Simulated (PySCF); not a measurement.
C2H8AlAsS.
Bonds: C1–S2, S2–Al3, Al3–As4, As4–C5. Hydrogens: H6, H7, H8 on C1; H9 on Al3; H10 on As4; H11, H12, H13 on C5.

Method: PySCF, PBE0-D3(BJ)/def2-SVP geometry optimisation, gas phase; density fitting, grid level 1; the optimiser is geomeTRIC in internal coordinates, started from a GFN2-xTB structure with every atom displaced at random (about 0.01 Å).

Step 0: E = -80448.0624 eV
```
atom  x, y, z in Å  |  force x, y, z in eV/Å
C1     -2.8573   -0.2948    0.0307   -0.520   1.280  -0.930
S2     -2.1276   -0.4620   -1.6399    0.394   0.047   0.261
Al3    -0.0234   -0.2786   -1.0587   -0.520  -0.157   0.141
As4     0.8756   -0.1704    1.2083   -0.786  -0.187   0.096
C5      2.6819    0.0054    0.4929    0.381   0.553  -0.033
H6     -2.1084   -0.1972    0.7999    0.451  -0.101   0.595
H7     -3.4975   -1.1366    0.2068   -0.512  -0.726   0.319
H8     -3.4673    0.6374    0.0200    0.191  -0.462   0.135
H9      0.9417   -0.1197   -2.2566    0.473   0.012  -0.489
H10     0.4795    1.3051    1.0540    0.087   0.087   0.076
H11     3.2386    0.7393    1.0922   -0.001   0.053  -0.041
H12     3.1978   -0.9473    0.5978    0.083  -0.381  -0.078
H13     2.6722    0.3187   -0.5577    0.279  -0.018  -0.052
```

Step 1: E = -80448.1901 eV
```
atom  x, y, z in Å  |  force x, y, z in eV/Å
C1     -2.9128   -0.2907    0.0579   -0.041   0.201  -0.203
S2     -2.1471   -0.4347   -1.6017    0.084   0.040   0.125
Al3    -0.0132   -0.2734   -1.1596   -0.137  -0.026   0.077
As4     0.8495   -0.1653    1.1195   -0.190  -0.019  -0.091
C5      2.7315    0.0151    0.5236    0.108   0.103   0.153
H6     -2.1651   -0.2175    0.8568    0.031  -0.100   0.084
H7     -3.5603   -1.1579    0.2280   -0.003  -0.082   0.054
H8     -3.5261    0.6223    0.0722    0.003  -0.053   0.013
H9      0.9591   -0.1360   -2.3990    0.055  -0.058  -0.127
H10     0.4939    1.3226    0.9801    0.038   0.037   0.073
H11     3.2449    0.7320    1.1800   -0.017   0.005  -0.010
H12     3.2198   -0.9600    0.6486   -0.018  -0.063  -0.057
H13     2.8317    0.3428   -0.5167    0.087   0.015  -0.090
```

**Question.** Estimate the geometry and energy of step 2. (The exact step hangs on the optimiser's Hessian estimate; all steps are aligned on step 1, rigid shifts and turns removed.)

**Answer.** E = -80448.2115 eV, largest force 0.141 eV/Å
```
atom  x, y, z in Å  |  force x, y, z in eV/Å
C1     -2.9020   -0.3028    0.0726    0.001   0.050  -0.075
S2     -2.1662   -0.3702   -1.6030    0.018   0.003   0.057
Al3    -0.0242   -0.2532   -1.2116   -0.006   0.008   0.028
As4     0.8105   -0.1108    1.0750    0.037   0.087  -0.104
C5      2.7266    0.0195    0.5471    0.019  -0.003   0.060
H6     -2.1411   -0.3031    0.8653    0.002  -0.033   0.013
H7     -3.5575   -1.1732    0.2050    0.000  -0.018   0.004
H8     -3.5016    0.6138    0.1557   -0.003  -0.006   0.008
H9      0.9448   -0.2009   -2.4712   -0.035  -0.041  -0.025
H10     0.5175    1.3919    0.9330   -0.007  -0.033   0.055
H11     3.2344    0.7174    1.2274   -0.022  -0.006   0.010
H12     3.1749   -0.9747    0.6830   -0.006  -0.012  -0.030
H13     2.8897    0.3456   -0.4888    0.002   0.005   0.000
```

The energy changes by -0.0214 eV. The first-order estimate −F·Δx gives -0.0317 eV and the mean of the old and new forces, exact on a quadratic surface, -0.0209 eV. The step makes an angle of 76° with the force vector and moves no atom by more than 0.098 Å.

What follows is the cost of the whole optimisation. The run took 2.7 min on an Arm Neoverse V1 with one thread, no GPU, shared host, and the process peaked at 0.58 GiB of memory.
